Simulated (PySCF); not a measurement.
# Potential energy of RbBe along the bond

Set-up: Rb def2-SVP with ECP28, Be def2-SVP; scalar-relativistic core potentials (PySCF 2.14). Energies in eV from Rb + Be in their ground configurations at the same level. State: ²Σ⁺ (doublet), unpaired electrons σ ↑.

All columns are PBE0. A positive dipole means Rb(−)Be(+).

| R (Å) | E (eV) | μ (D) | Mulliken charge on Rb (basis-dependent) | HOMO (eV) | LUMO (eV) | Mayer bond order | ⟨S²⟩ |
| --- | --- | --- | --- | --- | --- | --- | --- |
| 3.092 | -0.144 | -3.59 | 0.32 | -2.88 | -1.13 | 0.61 | 0.77 |
| 3.236 | -0.221 | -3.72 | 0.31 | -2.89 | -1.16 | 0.59 | 0.77 |
| 3.379 | -0.263 | -3.78 | 0.30 | -2.91 | -1.20 | 0.57 | 0.77 |
| 3.487 | -0.276 | -3.80 | 0.29 | -2.92 | -1.23 | 0.55 | 0.77 |
| 3.595 | -0.280 | -3.78 | 0.27 | -2.93 | -1.26 | 0.54 | 0.77 |
| 3.703 | -0.275 | -3.74 | 0.26 | -2.94 | -1.28 | 0.52 | 0.77 |
| 3.847 | -0.261 | -3.66 | 0.23 | -2.95 | -1.31 | 0.49 | 0.77 |
| 4.026 | -0.237 | -3.51 | 0.20 | -2.96 | -1.35 | 0.45 | 0.77 |
| 4.242 | -0.203 | -3.30 | 0.16 | -2.96 | -1.39 | 0.41 | 0.77 |
| 4.530 | -0.158 | -2.97 | 0.12 | -2.97 | -1.42 | 0.34 | 0.76 |

A fit through these points gives, at Re = 3.582 Å, μ = -3.78 D and dμ/dR = 0.236 D/Å; the reduced mass is 8.147 u.

How strong is the fundamental in the double-harmonic approximation, I = 42.26·(dμ/dR)²/μred km/mol?

I = 42.26·(0.236)²/8.147 = 0.289 km/mol at PBE0.

The bond is weak. Basis-set superposition, not corrected here, can be much of De in a small basis, most of all at correlated wavefunction levels. Functionals without a dispersion term scatter widely for such bonds, and LDA overbinds them. Spin–orbit coupling is left out. The state was picked by a PBE0 search and need not be the measured ground state.
